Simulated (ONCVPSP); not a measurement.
**What one change does to a pseudopotential (nitrogen (N), ONCV)**

```
Element                 : nitrogen (N)
Generator               : ONCVPSP 4.0.1
Type                    : optimised norm-conserving Vanderbilt (ONCV)
Functional              : PBEsol
Relativity              : scalar-relativistic
Frozen core             : [He]
Valence charge          : 5
Reference configuration : 2s2 2p1 (charge +2)
Partial waves           : 2s: rc 0.80 bohr, ncon 4, nbas 9, qcut 6.7 1/bohr, 1 projector; 2p: rc 1.85 bohr, ncon 5, nbas 9, qcut 6.4 1/bohr, 2 projectors, debl 2.8 Ha; d scattering state at 0.27 Ha: rc 1.40 bohr, ncon 4, nbas 8, qcut 7.4 1/bohr, 2 projectors, debl 1.7 Ha
Local potential         : polynomial inside 0.65 bohr (lpopt 5, dvloc0 2 Ha)
Core correction         : Teter function, fcfact 5.25, rcfact 1.7
```

All-electron outer shells of the reference configuration (PBEsol, scalar-relativistic, ld1.x):

```
shell  level (eV)  outermost node (bohr)  outermost maximum (bohr)
   1s     -422.16                      –                      0.15
   2s      -48.96                   0.32                      0.96
   2p      -37.36                      –                      0.86
```

Change: s: qcut 6.2; p: qcut 6; d: qcut 6.9.

Cutoffs: the cutoffs (Ha) at which the residual kinetic energy of the hardest occupied pseudo-wave falls to 1 and 0.1 mHa per electron; they do not see the model core or the augmentation charge, which bear on the density cutoff. Errors are all-electron minus pseudo energies relative to the spin-unpolarised reference configuration.

Q: Predict the effect on cutoff, ghosts and configuration errors.

A: The potential gets harder (57 Ha and 302 Ha → 104 Ha and 332 Ha); the errors of the 4 common tests hardly move; neither file shows a bound ghost.

| quantity | base | changed |
| --- | --- | --- |
| cutoff, loose | 57 Ha | 104 Ha |
| cutoff, tight | 302 Ha | 332 Ha |
| loose cutoff by channel | s 57 Ha, p 18 Ha | s 104 Ha, p 18 Ha |
| bound ghosts | none | none |
| GHOST(+) flags under 300 eV | none | none |
| error for 2s2 2p3, meV [ΔE -42.26 eV] | +354 | +405 |
| error for 2s2 2p2, meV [ΔE -28.74 eV] | +147 | +167 |
| error for 2s2 2p0, meV [ΔE 46.88 eV] | +313 | +354 |
| error for 2s1 2p4, meV [ΔE -30.82 eV] | +571 | +650 |
| s: phases at 0.81 bohr within 0.05 rad from the reference energy up to (Ha; the scan ends near 5) | 3.7 | 3.5 |
| p: phases at 1.88 bohr within 0.05 rad from the reference energy up to (Ha; the scan ends near 5) | to the end of the scan | to the end of the scan |
| d: phases at 1.42 bohr within 0.05 rad from the reference energy up to (Ha; the scan ends near 5) | to the end of the scan | to the end of the scan |
| rms error of d²Exc/dni dnj with the model core, mHa | 2.91 | 3.00 |
